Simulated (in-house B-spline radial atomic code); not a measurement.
# Solving the quasi-particle equation for 3d of Zn2+

Configuration [Ar] 3d10, start Hartree-Fock, empty levels kept to 750 hartree. Computed with an all-electron radial atomic-structure program (B-spline basis): all electrons, scalar-relativistic (spin-free one-electron X2C), finite nucleus, each spin shell either full or empty, empty states to l = 9 with an (l + 1/2)⁻⁴ tail; G0W0 by contour deformation at full frequency.

At the mean-field level ε = -41.399 eV the matrix elements are Σx = -52.851 eV, v_xc = -52.851 eV and Σc(ε) = 1.557 eV, and the slope of the correlation self-energy is dΣc/dω = -0.0572. The quasi-particle energy solves E = ε + Σx − v_xc + Σc(E).

What does the linearised equation give?

Z = 1/(1 − dΣc/dω) = 1/1.0572 = 0.9459. The first-order shift is Σx − v_xc + Σc(ε) = -52.851 − (-52.851) + (1.557) = 1.557 eV, so E ≈ ε + Z × shift = -41.399 + 0.9459 × (1.557) = -39.926 eV.

How does that compare with the full solution and with static screening?

Solving the equation at full frequency dependence gives E = -39.924 eV, where Σc = 1.474 eV and the weight is 0.948; the linearised value is off by 2 meV. Leaving Z out would give -39.842 eV. Static COHSEX puts -2.186 eV in place of Σc and gives -43.585 eV, 3.66 eV deeper. The tabulated removal energy is 39.723 eV (NIST, measured); the run leaves out spin-orbit coupling, Breit and QED terms.
